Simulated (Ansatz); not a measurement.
Reaction (formal exchange of groups at a B–Sb bond): `N[B]([SiH3])[SbH2]` + BH₃ → `BB(N)[SiH3]` + `[SbH3]`

Calculated with Ansatz (gas phase, PBE0-D4/def2-TZVP geometries, no zero-point term in ΔE). CCSD(T)/CBS is the MP2 limit (def2-TZVPP, def2-QZVPP) plus CCSD(T) − MP2 in def2-TZVPP, frozen cores. This one scheme is used for every species. Functionals use def2-TZVPP. Elements past krypton have def2 core potentials. For Sb outer-core shells are correlated without core-valence functions, which leaves a few kJ/mol of doubt a bond. One conformer a species, not always the lowest.

Is it downhill or uphill in electronic energy at CCSD(T)/CBS, and by how much? (An estimate is asked.)

Ansatz gave: Uphill: ΔE = +28.0 kJ/mol.

What do these levels give: BLYP-D4, r2SCAN-D4, r2SCAN0-D4, BLYP, SCS-MP2/def2-TZVPP, MP2/def2-QZVPP? (Best estimate.)

Computed: BLYP-D4 11.0, r2SCAN-D4 9.2, r2SCAN0-D4 13.9, BLYP 2.8, SCS-MP2/def2-TZVPP 31.2, MP2/def2-QZVPP 37.3 kJ/mol.

What do rigid-rotor, harmonic-oscillator terms from PBE0-D4/def2-TZVP frequencies (298.15 K, 1 bar) make of the CCSD(T)/CBS value? (Estimate.)

The calculation gave: ΔZPE = -1.9 kJ/mol, ΔH = +24.3 kJ/mol, ΔS = 8 J/(mol·K), ΔG = +22.0 kJ/mol. Modes under 50 cm⁻¹ make the entropy rough.

Largest T1 diagnostic among the species: 0.014.

Leaving LDA and LC-ωPBE aside and taking each functional with its dispersion term where it has one, the values, not all of them listed here, spread over 26.5 kJ/mol, from B97M-V to PBE-QIDH. LDA lies −6.0 kJ/mol from PBE without D4. From PBE to PBE0 (25 % exact exchange), in def2-TZVPP and without D4, ΔE moves by +6.1 kJ/mol. The D4 term adds +7.3 kJ/mol with B3LYP and +4.0 kJ/mol with PBE0; it sums over pairs of atoms, weighted by their polarisabilities, and B3LYP, whose exchange is more repulsive, gets the larger term.

B3LYP here is the variant with VWN-RPA as its local correlation; programs differ in this.
